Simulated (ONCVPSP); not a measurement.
# Pseudopotential generation for selenium: ONCV, PBE, scalar-relativistic.

selenium (Se), optimised norm-conserving Vanderbilt (ONCV), made with ONCVPSP 4.0.1 (PBE, scalar-relativistic). Core [Ar] 3d10, reference 4s2 4p4. Waves: 4s: rc 1.60 bohr, ncon 4, nbas 7, qcut 4.7 1/bohr, 2 projectors, debl 0.6 Ha; 4p: rc 1.60 bohr, ncon 3, nbas 6, qcut 4.4 1/bohr, 2 projectors, debl 2.3 Ha; d scattering state at 0.3 Ha: rc 1.70 bohr, ncon 4, nbas 8, qcut 6.6 1/bohr, 2 projectors, debl 2 Ha. Local part: polynomial inside 1.10 bohr (lpopt 5, dvloc0 4 Ha). Core correction: none.

In the s channel the program set the typed energies aside and used -0.635, 0.250 Ha.

All-electron outer shells of the reference configuration (PBE, scalar-relativistic, ld1.x):

```json
{"shell": "3p", "level (eV)": "-152.98", "outermost node (bohr)": "0.21", "outermost maximum (bohr)": "0.50"}
{"shell": "3d", "level (eV)": "-53.12", "outermost node (bohr)": "–", "outermost maximum (bohr)": "0.45"}
{"shell": "4s", "level (eV)": "-17.29", "outermost node (bohr)": "0.70", "outermost maximum (bohr)": "1.51"}
{"shell": "4p", "level (eV)": "-6.51", "outermost node (bohr)": "0.74", "outermost maximum (bohr)": "1.82"}
```

**Question.** Estimate the cutoffs (Ha) at which the residual kinetic energy of the hardest occupied pseudo-wave falls to 1 and 0.1 mHa per electron.

**Answer.** 12 Ha and 37 Ha. The cutoffs count occupied waves only; projector 2 of the d channel, the hardest unoccupied one, needs 104 Ha at the loose tolerance.

**Question.** What does a ghost test show?

**Answer.** Ghosts flagged at negative energy: d at -4.0 eV; GHOST(+) flagged for s at 108.4 eV. A true bound ghost makes a file unfit for plane-wave use.

**Question.** Which valence shell sets the plane-wave cutoff?

**Answer.** 4s: 12 Ha for 1 mHa per electron, against 10 Ha for 4p.

**Question.** Tests: 4s2 4p3; 4s2 4p2; 4s2 4p1; 4s2 4p3.5. Which has the largest error in its energy relative to the reference configuration, and how large is it?

**Answer.** 4s2 4p1, with -65 meV (all-electron minus pseudo) on +62.06 eV.
